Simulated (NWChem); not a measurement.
System: As, quartet

All runs: NWChem. Spin-unrestricted. No stability test was run on the SCF state. Total energies compare along this basis series because the functional is fixed.

```json
[
 {"level": "B3LYP/STO-3G", "basis functions": "18", "energy (Ha)": "-2210.4712", "highest occupied level (eV)": "-3.15", "lowest empty minus highest occupied level, either spin (eV)": "4.52"},
 {"level": "B3LYP/def2-SVP", "basis functions": "32", "energy (Ha)": "-2235.5727", "highest occupied level (eV)": "-6.58", "lowest empty minus highest occupied level, either spin (eV)": "3.63"},
 {"level": "B3LYP/def2-SVPD", "basis functions": "38", "energy (Ha)": "-2235.5733", "highest occupied level (eV)": "-6.59", "lowest empty minus highest occupied level, either spin (eV)": "3.63"},
 {"level": "B3LYP/def2-TZVP", "basis functions": "48", "energy (Ha)": "-2235.8487", "highest occupied level (eV)": "-6.66", "lowest empty minus highest occupied level, either spin (eV)": "3.55"},
 {"level": "B3LYP/def2-TZVPD", "basis functions": "54", "energy (Ha)": "-2235.8490", "highest occupied level (eV)": "-6.67", "lowest empty minus highest occupied level, either spin (eV)": "3.55"},
 {"level": "B3LYP/def2-TZVPP", "basis functions": "48", "energy (Ha)": "-2235.8487", "highest occupied level (eV)": "-6.66", "lowest empty minus highest occupied level, either spin (eV)": "3.55"},
 {"level": "B3LYP/def2-QZVP", "basis functions": "75", "energy (Ha)": "-2235.8986", "highest occupied level (eV)": "-6.73", "lowest empty minus highest occupied level, either spin (eV)": "3.50"}
]
```
